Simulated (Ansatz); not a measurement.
A run on `FB(F)[Si](F)(F)F` with other settings.

```yaml
crystal:
  periodic: [false, false, false]
  atoms:
    - {symbol: F, position_ang: [1.551445, -1.319634, 0.673294]}
    - {symbol: B, position_ang: [0.401388, -1.249272, 0.604657]}
    - {symbol: F, position_ang: [-0.905575, -1.972557, 0.964297]}
    - {symbol: Si, position_ang: [-0.316872, 0.791748, -0.210119]}
    - {symbol: F, position_ang: [-1.222914, 0.798988, -1.928205]}
    - {symbol: F, position_ang: [-1.126816, 1.733157, 0.538771]}
    - {symbol: F, position_ang: [1.420879, 1.480480, -0.639723]}
basis:
  gaussian: {orbitals: "6-31++G**", fitting: {mean_field: def2-universal-jkfit}}
hamiltonian: {xc: {name: HF}, pseudopotentials: {relativity: scalar}}
correlation: {method: rpa}
```

```sh
$ ansatz run in.yaml --threads 4 --pin off --events-out ev --progress --plain --max-ram 10444MiB
```

Shortened log:

```
Functional definition: HF
588 factors; integrals over basis functions are off by at most 4.5e-2 eV
mean field evaluation 1: about -22086.2397 eV, gradient 5.8e1 eV
mean field evaluation 2: about -22089.8574 eV, gradient 4.3e1 eV
mean field evaluation 4: about -22092.6110 eV, gradient 1.6e0 eV
mean field evaluation 8: about -22092.6204 eV, gradient 2.9e-6 eV
mean field -22092.62044054 eV, -811.8888262737 hartree, gradient 2.9e-6 eV, S^2 0.000000; 0 other end points of the search recorded, 0 dependent functions left out
11 core orbitals not correlated: weight in the atoms' cores, before any rotation towards them, 1.000 or more for the frozen orbitals, at most 0.000 for the correlated occupied ones
reference -22092.62044054 eV, -811.8888262737 hartree; 21, 21 occupied and 105, 105 virtual orbitals, 588 factors
Total energy: -22122.72569910 eV, -812.9951741200 hartree
Relativity: scalar
```

It took 0.55 s on 4 threads of an Intel Xeon 6975P-C on a shared host, with 0.42 GiB of host memory at the peak.
